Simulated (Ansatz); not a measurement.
A CCSD(T) single point on H4OSSi2, SMILES `O[SiH]1[SiH2]S1`.

```yaml
crystal:
  periodic: [false, false, false]
  atoms:
    - {symbol: O, position_ang: [-0.244048, 2.047091, -0.532755]}
    - {symbol: Si, position_ang: [-0.396915, 0.718360, 0.412484]}
    - {symbol: Si, position_ang: [0.648613, -1.243997, 0.097200]}
    - {symbol: S, position_ang: [-1.457315, -0.966258, -0.358406]}
    - {symbol: H, position_ang: [-0.028731, 1.907826, -1.457266]}
    - {symbol: H, position_ang: [-0.842248, 1.223481, 1.724486]}
    - {symbol: H, position_ang: [1.487533, -1.500901, -1.100007]}
    - {symbol: H, position_ang: [0.925311, -2.242702, 1.158464]}
basis:
  gaussian: {orbitals: def2-TZVPP}
correlation: {method: ccsd_t}
output: {orbitals: {seedname: orbitals}}
```

```sh
$ ansatz run in.yaml --threads 2 --pin off --events-out ev --progress --plain --max-ram 4352MiB
```

The program prints (abridged):

```
Functional definition: HF
1240 factors; integrals over basis functions are off by at most 9.5e-4 eV
mean field evaluation 1: about -28642.8829 eV, gradient 3.6e1 eV
mean field evaluation 2: about -28643.2646 eV, gradient 3.7e1 eV
mean field evaluation 4: about -28646.2308 eV, gradient 3.3e0 eV
mean field evaluation 8: about -28646.2924 eV, gradient 2.7e-1 eV
mean field -28646.29280637 eV, -1052.7318434794 hartree, gradient 6.2e-6 eV, S^2 0.000000; 0 other end points of the search recorded, 0 dependent functions left out
16 core orbitals not correlated: weight in the atoms' cores, before any rotation towards them, 1.000 or more for the frozen orbitals, at most 0.000 for the correlated occupied ones
reference -28646.29280637 eV, -1052.7318434794 hartree; 12, 12 occupied and 185, 185 virtual orbitals, 1240 factors
second order -17.68436675 eV of doubles, -0.00000000 eV of singles
cycle   1  -18.22469874 eV  change   -5.4e-1 eV  update   1.0e-1
cycle   2  -18.70864177 eV  change   -4.8e-1 eV  update   3.1e-2
cycle   3  -18.81451304 eV  change   -1.1e-1 eV  update   1.6e-2
cycle   4  -18.80289293 eV  change    1.2e-2 eV  update   4.2e-3
cycle   5  -18.80089395 eV  change    2.0e-3 eV  update   2.0e-3
cycle   6  -18.80136705 eV  change   -4.7e-4 eV  update   6.8e-4
cycle   7  -18.80102645 eV  change    3.4e-4 eV  update   2.6e-4
cycle   8  -18.80100454 eV  change    2.2e-5 eV  update   9.2e-5
cycle   9  -18.80105596 eV  change   -5.1e-5 eV  update   3.8e-5
cycle  10  -18.80105202 eV  change    3.9e-6 eV  update   1.3e-5
perturbative correction -0.83236332 eV, -0.0305887877 hartree
Total energy: -28665.92622171 eV, -1053.4533581852 hartree
```

Run time 86 s (2 threads of an Arm Neoverse V2 on a shared host); peak host memory 2.7 GiB.

MP2 recovers 90.1 % of the CCSD(T) correlation energy and the triples give 4.2 %; T1 = 0.0137.
